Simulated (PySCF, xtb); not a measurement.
**H5NOSn: which of two structures lies lower**

Structure I is `[NH2][SnH2][OH]`, a singlet and structure II is a singlet given by its coordinates. Both are isolated molecules in the gas phase, relaxed with B3LYP-D3(BJ)/def2-SVP; the shapes shown needn't be the lowest conformers.

I (Å):

```xyz
8

N    -0.8084   -1.4143   -0.3950
O     2.1298   -0.4867   -1.3357
Sn    0.6824   -1.7992   -1.7475
H    -1.4519   -0.6731   -0.6711
H    -1.3606   -2.2352   -0.1471
H     1.1973   -3.4135   -1.4422
H     0.3331   -1.4451   -3.3914
H     2.2517   -0.3976   -0.3798
```

II (Å):

```xyz
8

N    -0.1969   -0.7684   -0.5899
O     1.3550   -1.3720   -2.5966
Sn    1.5027   -2.0629   -0.2726
H    -0.1980    0.1186   -0.0851
H    -1.1234   -1.1843   -0.4875
H     0.5073   -3.4913   -0.7517
H     0.9843   -2.0726   -3.1540
H     0.5591   -0.9071   -2.1766
```

Close contacts (Å): N1–Sn3 2.16, O2–Sn3 2.43, N1–H4 1.02, N1–H5 1.02, O2–H7 0.97, O2–H8 1.01, Sn3–H6 1.81, Sn3–H8 2.42.

**Question.** Estimate E(II) − E(I) at the level CCSD(T)/def2-SVP + ΔMP2/def2-TZVPP.

**Answer.** Calculated at CCSD(T)/def2-SVP + ΔMP2/def2-TZVPP: E(II) − E(I) = −5.1 kcal/mol, so structure II lies lower.

How the difference moves with the method:

| level | geometry | E(II) − E(I) (kcal/mol) | departure from the last row (kcal/mol) | job, with rough time for the two |
| --- | --- | --- | --- | --- |
| B3LYP-D3(BJ)/def2-SVP | B3LYP-D3(BJ)/def2-SVP | −14.8 | −9.7 | optimisation, 4.1 min |
| HF/def2-SVP | B3LYP-D3(BJ)/def2-SVP | −4.3 | +0.8 | part of the CCSD(T) run |
| MP2/def2-SVP | B3LYP-D3(BJ)/def2-SVP | −5.5 | −0.4 | part of the CCSD(T) run |
| CCSD(T)/def2-SVP | B3LYP-D3(BJ)/def2-SVP | −7.7 | −2.6 | single point |
| CCSD(T)/def2-SVP + ΔMP2/def2-TZVPP | B3LYP-D3(BJ)/def2-SVP | −5.1 |  | single point, 81 s |

The levels shown agree on the order. The largest departure from CCSD(T)/def2-SVP + ΔMP2/def2-TZVPP is that of B3LYP-D3(BJ)/def2-SVP, 9.7 kcal/mol. No reliable frequencies are at hand for II, so it isn't confirmed as a minimum. Levels run at GFN2-xTB geometries aren't shown. The last row adds to CCSD(T) the change of the MP2 difference between the two basis sets, here +2.6 kcal/mol.

The correlated steps freeze 6 core orbitals; the filled d shell of Sn is correlated, in a basis made for valence electrons. Atoms past krypton carry core potentials in the def2 sets and no spin–orbit term is included. Codes used: PySCF 2.14.0, xtb 6.7.1; the last row on 2 threads of Arm Neoverse V1 on a shared host.
